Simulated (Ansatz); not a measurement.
`BSC(=C)Cl` and `C=[C](Cl)[AlH][F]` differ in one atom or group.

Ansatz, PBE0-D4/def2-TZVP geometries, multiplicity 1. Each molecule was computed in one conformer, which needn't be the lowest.

```tsv
property	`BSC(=C)Cl`
size of the dipole moment (ωB97M-V/def2-TZVPP) / D	1.13
HOMO–LUMO gap (PBE0/def2-TZVPP) / eV	5.80
HOMO–LUMO gap (ωB97M-V/def2-TZVPP) / eV	9.84
ideal-gas entropy at 298 K and 1 bar (rigid rotor, harmonic PBE0-D4/def2-TZVP) / J/(mol·K)	336
HOMO–LUMO gap (B3LYP/def2-TZVPP) / eV	5.39
size of the dipole moment (B3LYP/def2-TZVPP) / D	1.16
```

(1) Give the same properties after the change, and the shifts. (An estimate is asked.)

## Answers

(1) Computed: 
| property | `C=[C](Cl)[AlH][F]` | shift |
| --- | --- | --- |
| size of the dipole moment (ωB97M-V/def2-TZVPP) / D | 2.42 | 1.29 |
| HOMO–LUMO gap (PBE0/def2-TZVPP) / eV | 6.12 | 0.32 |
| HOMO–LUMO gap (ωB97M-V/def2-TZVPP) / eV | 10.09 | 0.25 |
| ideal-gas entropy at 298 K and 1 bar (rigid rotor, harmonic PBE0-D4/def2-TZVP) / J/(mol·K) | 345 | 9 |
| HOMO–LUMO gap (B3LYP/def2-TZVPP) / eV | 5.66 | 0.27 |
| size of the dipole moment (B3LYP/def2-TZVPP) / D | 2.43 | 1.27 |

With PBE0 the HOMO falls by 0.42 eV and the LUMO falls by 0.10 eV, so the gap widens by about 0.32 eV. PBE moves the HOMO by -0.30 eV and ωB97M-V by -0.51 eV. The zero-point energy changes by -36.4 kJ/mol with -3 modes. Dipoles are sizes alone; their direction can turn. Modes under 60 cm⁻¹, often nearly free rotors, make the harmonic entropy too high.

B3LYP here is the variant with VWN-RPA as its local correlation; programs differ in this.
